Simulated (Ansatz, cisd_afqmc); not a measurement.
Species: CH3AlF2, charge 0, singlet. CH3AlF2 (SMILES [CH3][Al]([F])[F]).
B3LYP-D3(BJ)/def2-TZVP minimum from Ansatz (a program for electronic structure):
```
C
H 1 1.0903
H 1 1.0924 2 108.50
H 1 1.0928 2 108.29 3 115.68
Al 1 1.9305 2 111.76 4 121.97
F 5 1.6493 1 122.39 2 -3.21
F 5 1.6494 6 116.12 1 179.87
```
Charge 0, spin multiplicity 1.

Total energies in cc-pV(T+d)Z, 24 correlated electrons, 8 frozen orbitals. UHF or UKS for unpaired electrons; spin-orbit terms are left out. Cores are frozen in correlated methods. No relativity. AFQMC is phaseless with a CISD trial state; ± is one standard error, without the phaseless bias. Outlying blocks are dropped, and bars are widened where a walk drifts. Over all cases where full CI ran beside it in this data, AFQMC minus full CI had a median of +0.1 mEh and passed +0.4 mEh in a tenth of the cases.

| method | program | energy (Eh) | minus AFQMC/CISD (mEh) |
|---|---|---|---|
| HF | Ansatz | -480.68578 | 802.2 ± 0.5 |
| MP2 | Ansatz | -481.44771 | 40.3 ± 0.5 |
| CCSD | Ansatz | -481.46227 | 25.7 ± 0.5 |
| CCSD(T) | Ansatz | -481.48593 | 2.1 ± 0.5 |
| AFQMC/CISD | cisd_afqmc | -481.4880 ± 0.0005 | 0.0 |
